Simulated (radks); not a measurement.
Polarisability of the erbium ion Er5+, [Kr] 4d10 4f10 5s2 5p5, at imaginary frequency. All-electron calculation, scalar-relativistic Kohn-Sham, LDA (Slater exchange, Perdew-Wang correlation), spin-polarised, spherical densities, finite nucleus; open shells are filled with parallel spins first (spin-orbit coupling, left out, can overturn this in heavy ions); Fermi nuclear charge, rms radius 5.2516 fm. Program: a radial shooting solver on a logarithmic mesh with Libxc functionals. Response by self-consistent Sternheimer equations with the Hartree and adiabatic LDA kernel, the relativistic mass of each level held fixed and spin-orbit coupling left out.

w (hartree),alpha1(iw) (bohr^3)
0.00266,3.124
0.0143,3.123
0.0360,3.122
0.0697,3.117
0.118,3.106
0.186,3.081
0.280,3.028
0.413,2.926
0.605,2.738
0.892,2.417
1.35,1.931
2.12,1.324
3.59,0.7446
6.94,0.3214
17.5,0.08285

Static values: alpha1 = 3.124 bohr^3 (0.4629 angstrom^3; uncoupled 5.582). C6 = 13.52, triple-dipole C9 = 29.77 atomic units. One-pole (London) frequency 4 C6 / (3 alpha1^2) = 1.847 hartree, against 2.634 for minus the highest occupied eigenvalue.
